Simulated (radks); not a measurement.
Results of a calculation; reference values are marked as such.
Task: The mean radii <r> (bohr) of the occupied orbitals of an atom or ion are listed with their occupations. Code: a radial shooting solver on a logarithmic mesh with Libxc functionals. Model: Dirac Kohn-Sham, PBE, spin-unpolarised, spherical densities, finite nucleus; Fermi nuclear charge, rms radius of each element as measured or else 0.836 A^(1/3) + 0.57 fm.

orbital  occ.      <r>
1s1/2       2  0.03111
2s1/2       2   0.1345
2p1/2       2   0.1141
2p3/2       4   0.1192
3s1/2       2   0.3683
3p1/2       2   0.3600
3p3/2       4   0.3709
3d3/2       4   0.3437
3d5/2       6   0.3472
4s1/2       2   0.9099
4p1/2       2   0.9746
4p3/2       4    1.005
4d3/2       4    1.300
4d5/2       5    1.317

Name the element and its charge. Open shells, if any, fill j = l - 1/2 first.

Result: Z = 47, silver, charge +2: Ag2+ in [Kr] 4d9. The 1s radius gives Z: for a bare nucleus <r> = (2 gamma + 1)/(2Z) with gamma = sqrt(1 - (Z/c)^2), 0.03062 bohr for Z = 47, and screening makes it slightly larger (0.03111 here). The occupations add up to 45, and the charge is Z minus that.
